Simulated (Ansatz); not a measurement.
Geometry optimisation, RKS PBE/def2-SVP in Ansatz 0.2.0.

Input:

```yaml
crystal:
  periodic: [false, false, false]
  atoms:
    - { symbol: Br, position_ang: [-1.0932, 0.0267, -2.3568] }
    - { symbol: H, position_ang: [0.2214, -0.4406, -2.4327] }
    - { symbol: Ge, position_ang: [0.1589, 0.0864, 0.9572] }
    - { symbol: H, position_ang: [1.3245, 0.0729, 0.027] }
    - { symbol: H, position_ang: [-0.5798, -1.1908, 0.8123] }
    - { symbol: H, position_ang: [-0.7123, 1.2422, 0.652] }
    - { symbol: H, position_ang: [0.6806, 0.2031, 2.341] }
basis:
  gaussian: { orbitals: def2-SVP }
hamiltonian:
  xc: pbe
relax:
  f_tol: 0.02
  max_steps: 40
scf:
  lower_state_search: "off"
```

Command:

```bash
$ ansatz run input.yaml --threads 2 --pin off --max-ram 3072MiB --backend cpu --events-out ev --progress --plain --runs-dir out
```

Where does it end, and by what steps?

The forces met the threshold. The force dipped under the threshold on the way, but the program's further checks kept it going. After 34 steps the energy has fallen by 0.222 eV; Br1 moved furthest, 0.89 Å.

```csv
step,energy less start (eV),largest force component (eV/Å),accepted
0,0.0000,1.207,yes
2,-0.2138,0.062,yes
4,-0.2159,0.038,yes
6,-0.2165,0.030,yes
8,-0.2170,0.061,yes
10,-0.2173,0.063,yes
12,-0.2177,0.073,yes
14,-0.2181,0.057,yes
16,-0.2183,0.128,no
18,-0.2185,0.170,no
20,-0.2191,0.067,yes
22,-0.2196,0.064,yes
24,-0.2145,0.399,no
26,-0.2197,0.215,no
28,-0.2212,0.077,yes
30,-0.2219,0.035,yes
32,-0.2222,0.052,yes
34,-0.2224,0.004,yes
```

```xyz
7
Properties=species:S:1:pos:R:3
Br -0.794 -0.230 -3.150
H 0.108 -0.149 -2.030
Ge 0.128 0.077 1.047
H 0.989 -0.019 -0.245
H -0.756 -1.187 1.151
H -0.756 1.342 0.964
H 1.080 0.166 2.263
```

Whether the end is a true minimum wasn't checked by a vibrational analysis.

Time of the run: 45 s on 2 threads of Arm Neoverse N1 (shared host), peak memory 0.12 GiB.
